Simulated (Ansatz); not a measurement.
Geometry optimisation, RKS BHLYP/def2-SVP (Ansatz).

Input:

```yaml
crystal:
  periodic: [false, false, false]
  atoms:
    - { symbol: Ge, position_ang: [-0.155972, 0.117074, 0.005922] }
    - { symbol: O, position_ang: [-0.233696, 0.012072, 1.771657] }
    - { symbol: H, position_ang: [-1.111819, 0.10283, 2.143004] }
    - { symbol: H, position_ang: [1.288758, -0.095117, -0.385503] }
    - { symbol: H, position_ang: [-0.755629, 1.450788, -0.435805] }
    - { symbol: Cl, position_ang: [-1.423006, -1.409223, -0.838446] }
    - { symbol: Cl, position_ang: [1.593723, -2.583052, 1.195323] }
    - { symbol: H, position_ang: [1.006141, -1.782971, 2.078449] }
basis:
  gaussian: { orbitals: def2-SVP }
hamiltonian:
  xc: { name: BHLYP }
relax:
  f_tol: 0.03
  max_steps: 50
```

Command:

```bash
$ ansatz run input.yaml --threads 2 --pin off --max-ram 3072MiB --backend cpu --events-out ev --progress --plain --runs-dir out
```

Q: Where does it end, and by what steps?

A: It converged. After 15 steps the energy has fallen by 0.151 eV; Cl7 moved furthest, 0.88 Å.

```tsv
step	energy less start (eV)	largest force component (eV/Å)	accepted
0	0.0000	1.008	yes
1	-0.0542	0.924	yes
2	-0.0599	0.901	yes
3	-0.0821	1.047	yes
4	-0.0870	0.905	yes
5	-0.1331	0.093	yes
6	-0.1352	0.074	yes
7	-0.1395	0.211	yes
8	-0.1439	0.110	yes
9	-0.1468	0.064	yes
10	-0.1485	0.071	yes
11	-0.1498	0.057	yes
12	-0.1508	0.041	yes
13	-0.1511	0.046	yes
14	-0.1514	0.033	yes
15	-0.1515	0.017	yes
```

```xyz
8
Properties=species:S:1:pos:R:3
Ge -0.238 0.153 -0.116
O -0.229 -0.340 1.589
H -1.060 -0.272 2.057
H 1.121 -0.254 -0.650
H -0.595 1.630 -0.226
Cl -1.783 -0.961 -1.123
Cl 1.970 -2.513 1.986
H 1.022 -1.631 2.018
```

Run time: 52 s on 2 threads of Arm Neoverse V1, on a shared host, peak memory 0.24 GiB.
